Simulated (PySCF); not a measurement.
Mo(O)(NMe)(OH)(SH) (CH5MoNO2S), SMILES [O]=[Mo]([SH])([OH])=[N]C, multiplicity 1. Geometry optimised at PBE-D3(BJ)/def2-SVP. The spin state was assumed, not searched. The def2 effective core potentials stand for the cores of Mo; spin–orbit coupling is left out. One conformer was computed; it need not be the lowest.

Computed equilibrium geometry at PBE-D3(BJ)/def2-SVP (PySCF confirms it by a frequency run) as a Z-matrix (one conformer of several):
```
N
C 1 1.4238
H 2 1.1124 1 110.62
H 2 1.1127 3 107.18 1 119.47
H 2 1.1137 3 108.78 4 116.80
Mo 1 1.7459 2 151.07 3 -126.36
O 6 1.7031 1 109.77 2 3.90
O 6 1.8987 7 110.79 1 -122.45
H 8 0.9751 6 122.11 7 137.46
S 6 2.3613 7 110.90 1 110.66
H 10 1.3674 6 94.28 7 51.65
```
